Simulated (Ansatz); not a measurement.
This geometry of C₄H₁₂OSi (18 atoms, charge 0, multiplicity 1) is a first-order saddle point.

Method: RKS r2SCAN/STO-3G in Ansatz 0.2.0.

```xyz
18
Properties=species:S:1:pos:R:3
C -1.076 -1.595 0.009
C 0.377 -1.197 0.377
C 0.682 0.333 0.248
Si -0.209 1.401 1.540
C 0.392 0.838 -1.201
O 1.119 -0.036 -2.131
H -1.808 -1.024 0.597
H -1.236 -2.664 0.207
H -1.266 -1.414 -1.057
H 1.066 -1.743 -0.290
H 0.592 -1.520 1.410
H 1.768 0.447 0.406
H 0.733 1.846 2.542
H -1.259 0.659 2.200
H -0.794 2.565 0.911
H -0.706 0.827 -1.396
H 0.723 1.901 -1.289
H 0.865 0.388 -3.031
```

**Question.** Which two structures does it join? (They come from a converged band through this point; their orientation in space is the band's.)

**Answer.** No bond is made or broken. The dihedral C2–C3–Si4–H14 goes from 45 to -76°. The two ends are copies of one structure, up to a mirror image or an exchange of like atoms.

Image 0:

```xyz
18
Properties=species:S:1:pos:R:3
C -1.428 -1.314 -0.168
C 0.078 -1.284 0.198
C 0.683 0.149 0.350
Si -0.251 1.249 1.573
C 0.812 0.843 -1.042
O 1.657 -0.014 -1.884
H -2.037 -0.857 0.625
H -1.764 -2.352 -0.300
H -1.618 -0.772 -1.104
H 0.648 -1.810 -0.587
H 0.226 -1.836 1.142
H 1.713 0.018 0.726
H 0.572 2.386 1.921
H -0.559 0.507 2.775
H -1.480 1.736 0.989
H -0.200 0.991 -1.488
H 1.259 1.858 -0.910
H 1.651 0.513 -2.764
```

Image 8:

```xyz
18
Properties=species:S:1:pos:R:3
C -1.104 -1.583 0.278
C 0.397 -1.194 0.332
C 0.678 0.337 0.189
Si -0.268 1.409 1.427
C 0.419 0.809 -1.276
O 1.293 0.018 -2.153
H -1.659 -1.138 1.117
H -1.213 -2.675 0.336
H -1.566 -1.243 -0.660
H 0.932 -1.714 -0.481
H 0.821 -1.546 1.288
H 1.758 0.476 0.370
H -0.201 0.823 2.747
H -1.653 1.545 1.035
H 0.324 2.728 1.469
H -0.658 0.673 -1.534
H 0.636 1.901 -1.357
H 1.027 0.386 -3.074
```

**Question.** How far does it lie above each of them?

**Answer.** 1.6 kcal/mol above the first and 1.6 kcal/mol above the second. This is the barrier of this one path; another mechanism may lie lower. Limits of this set-up: minimal basis.

Run time: 4.5 min on 1 thread of Intel(R) Xeon(R) Platinum 8488C (Sapphire Rapids), with other jobs on the host, peak memory 0.17 GiB.
